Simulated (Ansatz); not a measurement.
Consider the ligand exchange at the Si–O bond: `C=N[SiH2]O[SiH3]` + H–F → `C=N[SiH2]F` + `O[SiH3]`.

Gas-phase electronic energies from Ansatz, PBE0-D4/def2-TZVP geometries. CCSD(T)/CBS adds triple-zeta CCSD(T) − MP2 to the extrapolated MP2 energy (def2 sets, frozen cores). This one scheme is used for every species. DFT in def2-TZVPP. HSE06 is defined as in plane-wave codes. One conformer a species, not always the lowest.

| level | ΔE (kJ/mol) |
| --- | --- |
| HSE06-D4 | -23.5 |
| PBE | -34.0 |
| BLYP | -39.2 |
| BHLYP | -31.4 |
| RPA@PBE/def2-TZVPP | -23.4 |
| HF/def2-TZVPP | -30.3 |
| MP2/def2-TZVPP | -20.8 |
| HF/CBS(def2) | -30.1 |

Problem. What does CCSD(T)/CBS give? (An estimate is asked.)

Solution. Ansatz gave: -21.3 kJ/mol. The listed levels differ from it by -2.2, -12.7, -17.9, -10.1, -2.1, -9.0, 0.5, -8.8 kJ/mol.

Largest T1 diagnostic among the species: 0.013.

In def2-TZVPP, CCSD(T) changes the Hartree–Fock value by +8.1 kJ/mol (the triples alone add +1.1 kJ/mol) and MP2 by +9.5 kJ/mol. Leaving LDA and LC-ωPBE aside and taking each functional with its dispersion term where it has one, the values, not all of them listed here, spread over 8.6 kJ/mol, from B97M-V to BHLYP-D4. LDA lies +6.3 kJ/mol from PBE without D4. The D4 term adds +10.6 kJ/mol with B3LYP and +6.2 kJ/mol with PBE0; it sums over pairs of atoms, weighted by their polarisabilities, and B3LYP, whose exchange is more repulsive, gets the larger term.

B3LYP here is the variant with VWN-RPA as its local correlation; programs differ in this.
